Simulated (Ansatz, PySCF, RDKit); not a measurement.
Pair of molecules: CH3F (SMILES CF) (first 5 atoms) with CH6Si (SMILES C[SiH3]); geometry from B3LYP-D3(BJ)/def2-TZVP.
(charge 0, multiplicity 1):
```xyz
13

C     -0.6817     0.4925    -0.3017
F      0.3161    -0.2714     0.2995
H     -0.4888     0.5315    -1.3741
H     -1.6455     0.0230    -0.1049
H     -0.6574     1.4946     0.1264
C      1.0625    -0.9697     3.5276
Si    -0.3408     0.2698     3.4890
H      1.9275    -0.5611     4.0532
H      1.3653    -1.2261     2.5122
H      0.7583    -1.8849     4.0389
H     -0.7616     0.6256     4.8683
H     -1.5249    -0.2798     2.7843
H      0.0650     1.5218     2.8045
```

Interaction energies are E(AB) − E(A) − E(B) at the monomers' geometry in the complex; basis-set methods are counterpoise corrected. Rows marked so take none. RDKit's UFF carries no charges.

Frozen-core correlation. Rows in STO-3G carry no dispersion term and start afresh at each structure.

Run with Ansatz (Gaussian orbitals); PySCF for STO-3G rows, the dispersion terms; RDKit for the force fields. Values without a source in brackets are computed.

### Question
One of these levels gives -2.23 kcal/mol for the interaction energy. Which one is it?
(A) MP2/aug-cc-pV(D+d)Z
(B) HF/STO-3G (no counterpoise)
(C) BHLYP-D3(BJ)/def2-TZVPPD
(D) UFF

### Answer
C, BHLYP-D3(BJ)/def2-TZVPPD. The others give -0.93 (UFF), 0.02 (HF/STO-3G (no counterpoise)), -1.69 (MP2/aug-cc-pV(D+d)Z)

Ansatz is an electronic-structure program.
